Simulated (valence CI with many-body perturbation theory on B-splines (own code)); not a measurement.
**As¹⁸⁺: magnetic and hyperfine properties of the levels**

Calculated by relativistic CI+MBPT: five valence electrons over a frozen Dirac-Fock core [Ne], radial functions for each j: 11 s, 11 p, 10 d, 8 f, 5 g, 2 h, with the one-electron correlation potential Σ1 (screened to all orders), the two-electron term Σ2, the three-electron term Σ3, Breit, model QED; selected single and double excitations, second order for the rest, scaled by the run's own slope (own B-spline code, finite nucleus).

No measured levels were compared; by estimate levels of excited configurations hold to 0.05 to 0.15 % of their energy, terms of the ground configuration to about 0.5 %. Among the levels kept, up to 3300 cm⁻¹ of a level comes from second order outside the variational space, and about a tenth of that is noise between levels of different J, which matters for small intervals.

A/g_I is the dipole constant over the nuclear g factor μ/I (μ in nuclear magnetons, uniformly magnetised nucleus), B/Q the quadrupole constant per barn. Both hold the static response of the core; the bare values leave it out. Large factors of s and p1/2 electrons are usually good to 5 to 10 %; those of open d and f shells near neutrality can be off by tens of per cent, and small factors of p3/2, d and f electrons come from cancelling terms and can be off by a factor of two or in sign, in half-filled shells by more. B is blank for J = 1/2, where it vanishes, and for nearly pure S terms. Energies count from the lowest level.

Names give the largest LS component (configuration and term), which can be under half, so a name can repeat, a term be missing and a line seem to break the LS rules; names also repeat where a configuration has a term twice. Letters in brackets count levels of one name in rising energy.

| Level | E (eV) | g | A/g_I (MHz) | A/g_I bare | B/Q (MHz/b) | B/Q bare |
| --- | --- | --- | --- | --- | --- | --- |
| 3s²3p³ ⁴S°_3/2 | 0.00 | 1.855 | 4320 | 4820 | 3970 | 3840 |
| 3s²3p³ ²D°_3/2 | 7.48 | 1.032 | 8120 | 7950 | 18500 | 17900 |
| 3s²3p³ ²D°_5/2 | 9.99 | 1.199 | 21100 | 20500 | -87.1 | -82.2 |
| 3s²3p³ ²P°_1/2 | 15.03 | 0.663 | 60100 | 57600 |  |  |
| 3s²3p³ ²P°_3/2 | 19.59 | 1.244 | 12000 | 11800 | -22600 | -21900 |
| 3s3p⁴ ⁴P_5/2 | 53.59 | 1.577 | 44700 | 43400 | 15800 | 15300 |
| 3s3p⁴ ⁴P_3/2 | 57.82 | 1.695 | 33400 | 32700 | -14900 | -14400 |
| 3s3p⁴ ⁴P_1/2 | 59.08 | 2.619 | 99300 | 96200 |  |  |
| 3s3p⁴ ²D_3/2 | 66.58 | 0.883 | -6550 | -6010 | -23200 | -22400 |
| 3s3p⁴ ²D_5/2 | 68.24 | 1.220 | 49300 | 47400 | -35600 | -34400 |
| 3s²3p²3d ²P_3/2 [a] | 75.33 | 1.258 | 3040 | 3520 | 5050 | 4940 |
| 3s3p⁴ ²S_1/2 [a] | 76.18 | 1.259 | 62800 | 60200 |  |  |
| 3s²3p²3d ⁴F_3/2 | 78.33 | 0.509 | 6480 | 6390 | 190 | 422 |
| 3s²3p²3d ⁴F_5/2 | 80.04 | 1.096 | 3240 | 3520 | 7410 | 7470 |
| 3s3p⁴ ²S_1/2 [b] | 82.25 | 1.143 | 98100 | 93900 |  |  |
| 3s²3p²3d ²F_5/2 | 82.62 | 0.950 | 15900 | 15500 | -5990 | -5640 |
| 3s²3p²3d ⁴F_7/2 | 82.93 | 1.246 | 4830 | 5080 | 3990 | 4200 |
| 3s²3p²3d ²F_7/2 [a] | 84.53 | 1.250 | 7960 | 8100 | 10200 | 9990 |
| 3s²3p²3d ⁴D_3/2 | 84.98 | 1.135 | 9600 | 9680 | -8530 | -8270 |
| 3s²3p²3d ⁴D_1/2 | 85.21 | 0.316 | 34800 | 33100 |  |  |
| 3s²3p²3d ⁴F_9/2 | 85.59 | 1.304 | 9060 | 9110 | -9490 | -8770 |
| 3s²3p²3d ⁴D_5/2 | 86.91 | 1.218 | 9710 | 9750 | -6870 | -6550 |
| 3s²3p²3d ⁴D_7/2 | 91.04 | 1.253 | 7390 | 7510 | 8350 | 8210 |
| 3s3p⁴ ²P_3/2 | 94.03 | 1.253 | -4570 | -3810 | 6500 | 6360 |
| 3s²3p²3d ²G_7/2 | 94.24 | 0.950 | 11700 | 11400 | 29500 | 28900 |
| 3s²3p²3d ⁴P_5/2 | 95.57 | 1.542 | 4290 | 4770 | 1440 | 1430 |
| 3s²3p²3d ²G_9/2 | 96.13 | 1.138 | 8710 | 8680 | 38100 | 37200 |
| 3s²3p²3d ⁴P_3/2 | 96.82 | 1.543 | 7450 | 7850 | -3390 | -3390 |
| 3s²3p²3d ⁴P_1/2 | 97.42 | 2.189 | 44500 | 43300 |  |  |
| 3s²3p²3d ²D_3/2 [a] | 99.16 | 0.990 | 9250 | 9260 | 5130 | 5060 |
| 3s²3p²3d ²P_1/2 [a] | 100.01 | 1.083 | -1240 | -1150 |  |  |
| 3s²3p²3d ²D_5/2 [a] | 102.57 | 1.204 | 12000 | 11900 | -5970 | -5620 |
| 3s²3p²3d ²D_3/2 [b] | 104.62 | 0.886 | 9530 | 9290 | -3940 | -3910 |
| 3s²3p²3d ²D_5/2 [b] | 105.65 | 1.120 | 2620 | 2870 | 23900 | 23400 |
| 3s²3p²3d ²P_1/2 [b] | 106.08 | 0.871 | -10700 | -10100 |  |  |
| 3s²3p²3d ²D_5/2 [c] | 106.82 | 1.065 | 10000 | 9960 | 9190 | 8970 |
| 3s²3p²3d ²F_7/2 [b] | 109.24 | 1.137 | 10300 | 10300 | -4130 | -3690 |
| 3s²3p²3d ²P_3/2 [b] | 110.08 | 1.276 | 5230 | 5570 | -7020 | -6770 |
| 3s²3p²3d ²S_1/2 | 110.72 | 1.847 | 47600 | 46300 |  |  |
| 3s²3p²3d ²D_3/2 [c] | 114.86 | 0.822 | 6890 | 6940 | 7610 | 7540 |

(1) Take the isotope of mass number 75, with I = 3/2, μ = 1.4383 μN and Q = 0.311 b. What is the hyperfine structure of 3s²3p³ ²D°_3/2?

Results:

(1) From the table A = 7780 MHz, B = 5770 MHz. Shifts from the centre of gravity in MHz: F = 0: -22000, F = 1: -20000, F = 2: -10200, F = 3: 18900.
